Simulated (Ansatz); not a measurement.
Gas-phase electronic energies from Ansatz, PBE0-D4/def2-TZVP geometries. CBS: MP2 limit from def2 TZ/QZ plus the TZ coupled-cluster correction, frozen cores. DFT in def2-TZVPP. B3LYP here is the variant with VWN-RPA as its local correlation; programs differ in this. One conformer a species, not always the lowest.

Reaction (redistribution): `C=COBC` + `BCOC` → `CBCOC` + `BOC=C`

| level | ΔE (kcal/mol) |
| --- | --- |
| B3LYP-D4 | -3.6 |
| HF/def2-TZVPP | -3.6 |
| HF/CBS(def2) | -3.6 |
| CCSD/CBS(def2) | -3.4 |

Task: What does CCSD(T)/CBS give? (Best estimate.)

Result: The calculation gave: -3.4 kcal/mol. The listed levels differ from it by -0.2, -0.2, -0.2, 0.0 kcal/mol.

Largest T1 diagnostic among the species: 0.014.
